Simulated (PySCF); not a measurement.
Stepwise substitution at one centre (Ga F-CH3). Gas-phase values, no solvent. Strings in code marks are SMILES.

Method: B3LYP-D3(BJ)/def2-TZVP in PySCF 2.14.0. All candidates: neutral, multiplicity 1. B3LYP has the VWN-RPA correlation part, as in Gaussian. Delta-SCF ions had no search for a lower state. Excitations are Tamm–Dancoff values on a coarser integration grid. The basis has no diffuse functions, so Rydberg states are missing or too high.

```json
{
 "vertical ionisation energy (Delta-SCF)": "10.07 eV",
 "LUMO": "-0.96 eV",
 "S1 excitation (TDA)": "5.63 eV"
}
```

Problem. Identify which member has these values.
A) `[CH3][Ga]([CH3])[F]`
B) `[F][Ga]([F])[F]`
C) `[CH3][Ga]([CH3])[CH3]`
D) `[CH3][Ga]([F])[F]`

Solution. A, `[CH3][Ga]([CH3])[F]`. The others give `[CH3][Ga]([CH3])[CH3]`: 9.36 eV, -0.83 eV, 5.18 eV; `[CH3][Ga]([F])[F]`: 11.92 eV, -1.23 eV, 7.18 eV; `[F][Ga]([F])[F]`: 14.28 eV, -2.88 eV, 7.11 eV
